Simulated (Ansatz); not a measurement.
## A cut through the energy surface

SnNH$_{5}$ (SMILES [NH2][SnH3]), singlet, at its PBE0-D4/def2-TZVP minimum:

```
7
angstrom
N -0.4996 -1.1833 0.1166
Sn 0.1368 0.7304 -0.1356
H -0.0018 -1.8445 -0.4665
H -0.4137 -1.5049 1.0727
H -0.1158 1.0928 -1.7817
H -0.8363 1.6844 0.8880
H 1.7917 0.9571 0.2609
```

The bond length N1–H4 (1.012 Å at the minimum) is set to the values below, the two halves moving rigidly along the bond. Each method's energies count from its own value at the PBE0-D4 minimum structure. Computed with Ansatz 0.2.0 (basis: def2-TZVPP); correlated methods freeze the cores. Filled d shells of the heavier atoms are correlated. Core potentials replace the inner electrons of the atoms past krypton. The def2 sets are not built for correlating such inner shells, so the correlated values are less sure here. B3LYP uses VWN-RPA correlation.

```json
{"bond length (Å)": "0.871", "CCSD(T) (kJ/mol)": "59.0", "PBE0-D4 (kJ/mol)": "58.5", "MP2 (kJ/mol)": "58.8"}
{"bond length (Å)": "0.900", "CCSD(T) (kJ/mol)": "34.9", "PBE0-D4 (kJ/mol)": "34.4", "MP2 (kJ/mol)": "34.7"}
{"bond length (Å)": "0.944", "CCSD(T) (kJ/mol)": "11.7", "PBE0-D4 (kJ/mol)": "11.4", "MP2 (kJ/mol)": "11.5"}
{"bond length (Å)": "0.995", "CCSD(T) (kJ/mol)": "0.7", "PBE0-D4 (kJ/mol)": "0.6", "MP2 (kJ/mol)": "0.6"}
{"bond length (Å)": "1.052", "CCSD(T) (kJ/mol)": "3.0", "PBE0-D4 (kJ/mol)": "3.3", "MP2 (kJ/mol)": "3.2"}
{"bond length (Å)": "1.112", "CCSD(T) (kJ/mol)": "17.0", "PBE0-D4 (kJ/mol)": "17.8", "MP2 (kJ/mol)": "17.7"}
{"bond length (Å)": "1.177", "CCSD(T) (kJ/mol)": "41.1", "PBE0-D4 (kJ/mol)": "42.6", "MP2 (kJ/mol)": "42.5"}
{"bond length (Å)": "1.245", "CCSD(T) (kJ/mol)": "72.3", "PBE0-D4 (kJ/mol)": "74.7", "MP2 (kJ/mol)": "74.7"}
{"bond length (Å)": "1.316", "CCSD(T) (kJ/mol)": "108.3", "PBE0-D4 (kJ/mol)": "112.0", "MP2 (kJ/mol)": "112.3"}
```

Minimum and curvature along this coordinate at CCSD(T): A fifth-order fit through the nearest points gives 1.013 Å, with a curvature of about 44 eV/Å².

Task: Treat the two halves as rigid bodies and work out the harmonic wavenumber of this stretch from that curvature (ν̃ = 521.5 √(k/μ) cm⁻¹ with k in eV/Å² and μ in u).

Result: The halves weigh 136.75 and 1.01 u, so μ = 136.75 × 1.01/137.76 = 1.003 u and ν̃ = 521.5 √(44/1.003) ≈ 3500 cm⁻¹. A true normal mode mixes in other motions, so this is a guide only.

Largest difference from the CCSD(T) curve over the scan: PBE-D4 8.8; r2SCAN-D4 0.3; B3LYP-D4 0.8; wB97M-V 3.6 kJ/mol. Each curve counts from its own value at the minimum.

T1 diagnostic: at most 0.014.

For scale, one of the runs: CCSD(T)/def2-TZVPP, 151 basis functions (an equivalent command: `ansatz run in.yaml --threads 2`). Time: 27 s of wall clock on 2 CPU threads; the host was shared. Peak host memory: 1.1 GiB.
